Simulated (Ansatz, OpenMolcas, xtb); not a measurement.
## A ladder of methods for GeSe (Germanium monoselenide)

GeSe has 2 atoms, charge 0, and is taken as a singlet. As SMILES, `[Ge-]#[Se+]`. Geometry: the measured bond length.

```xyz
2

Ge    0.0000    0.0000    0.0000
Se    0.0000    0.0000    2.1346
```

Quantity: the HOMO–LUMO gap, in eV. The values are calculated.

```
               level                    kind     program  value (eV)   CPU time
            GFN1-xTB          semi-empirical         xtb        2.57  under 2 s
      HF/aug-cc-pVTZ            Hartree–Fock      Ansatz        9.86      4.9 s
   SVWN5/aug-cc-pVTZ                     LDA  OpenMolcas        3.44       38 s
     PBE/aug-cc-pVTZ                     GGA      Ansatz        3.47      9.2 s
  r2SCAN/aug-cc-pVTZ                meta-GGA      Ansatz        3.79       17 s
    PBE0/aug-cc-pVTZ           global hybrid  OpenMolcas        5.13       44 s
   HSE06/aug-cc-pVTZ  range-separated hybrid      Ansatz        4.38       11 s
PBE-QIDH/aug-cc-pVTZ           double hybrid      Ansatz        8.05       17 s
```

All-electron rows without a relativistic Hamiltonian named are non-relativistic. The values span 2.57 to 9.86 eV. Orbital gaps aren't excitation energies, and those of double hybrids come from the SCF part alone; they tend to grow with the share of exact exchange. Times are those of the runs behind each value, whatever else they computed, on shared processors of several kinds: orders of magnitude only.
